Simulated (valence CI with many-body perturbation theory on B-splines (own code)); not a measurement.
Tc³⁸⁺: what each term of the Hamiltonian does

Computed by configuration interaction combined with many-body perturbation theory (CI+MBPT): three valence electrons over a frozen Dirac-Fock core [He], a basis of 11 s, 11 p, 9 d, 7 f, 5 g, 2 h, 1 i functions for each j, with the one-electron correlation potential Σ1, the two-electron term Σ2, the three-electron term Σ3, Breit, model QED; selected CI, second order for the rest (own B-spline code, finite nucleus).

The last digits are not significant, and no measured levels were compared; by estimate large intervals hold to a few tenths of a per cent, small ones and those within an open d or f shell to about a per cent.

Each rung adds one term. CI alone is the Dirac-Coulomb CI over the frozen core; QED comes last and gives the full result, which names the levels. Energies are above (2s^2 2p1/2) J=1/2 on the same rung, in eV.

Levels are named by their leading jj configuration (3d3/2^4 stands for four electrons in 3d with j = 3/2), which in mixed levels can hold well under half, so a name can repeat and another be missing. Letters in brackets count levels of one name in rising energy.

```csv
Level,CI alone,Σ1,Σ2,Σ3,Breit,QED,Full
(2s 2p1/2^2) J=1/2,115.3,-0.22,-0.05,0.00,+2.90,-2.69,115.2
(2s^2 2p3/2) J=3/2,134.9,+0.05,0.00,0.00,-2.76,+0.22,132.4
(2s 2p1/2 2p3/2) J=3/2 [a],216.9,-0.17,-0.03,+0.01,+0.29,-2.43,214.6
(2s 2p1/2 2p3/2) J=5/2,242.9,-0.16,-0.05,0.00,-1.67,-2.43,238.6
(2s 2p1/2 2p3/2) J=3/2 [b],281.6,-0.16,-0.16,-0.04,-0.71,-2.45,278.1
(2s 2p1/2 2p3/2) J=1/2,285.2,-0.17,-0.28,-0.04,+0.66,-2.48,282.9
(2s 2p3/2^2) J=5/2,371.6,-0.11,-0.06,-0.01,-3.30,-2.18,366.0
(2p1/2^2 2p3/2) J=3/2,410.6,-0.38,-0.34,-0.05,+2.60,-5.12,407.3
(2s 2p3/2^2) J=1/2,425.9,-0.11,-0.08,-0.05,-1.48,-2.19,422.0
(2s 2p3/2^2) J=3/2,428.7,-0.11,-0.29,-0.05,-2.90,-2.20,423.2
(2p1/2 2p3/2^2) J=3/2,523.0,-0.33,-0.34,-0.04,+0.25,-4.92,517.6
(2p1/2 2p3/2^2) J=5/2,540.7,-0.33,-0.30,-0.04,-1.67,-4.92,533.5
(2p1/2 2p3/2^2) J=1/2,568.0,-0.33,-0.28,-0.05,+0.84,-4.89,563.3
(2p3/2^3) J=3/2,684.7,-0.27,-0.28,-0.05,-2.52,-4.64,676.9
(2s^2 3s) J=1/2,3122.6,+0.34,-0.06,-0.04,-4.58,+0.82,3119.0
(2s^2 3p1/2) J=1/2,3164.5,+0.29,-0.06,-0.04,-3.72,-0.01,3160.9
(2s^2 3p3/2) J=3/2,3201.3,+0.28,-0.06,-0.04,-4.33,-0.16,3197.0
(2s 2p1/2 3s) J=1/2 [a],3204.6,+0.12,-0.04,-0.04,-1.81,-1.81,3201.0
(2s 2p1/2 3s) J=3/2,3222.3,+0.15,-0.09,-0.04,-2.93,-1.56,3217.8
```

The middle columns are the shifts that each term adds.

(1) How does the ionisation energy move along the ladder, and which term matters most?

Answers

(1) CI alone 5577.0, + Σ1 5577.4, + Σ2 5577.3, + Σ3 5577.3, + Breit 5571.9, + QED 5572.0 eV. The largest step is Breit, -5.4 eV. NIST lists 5570 ± 4 eV (semi-empirical).
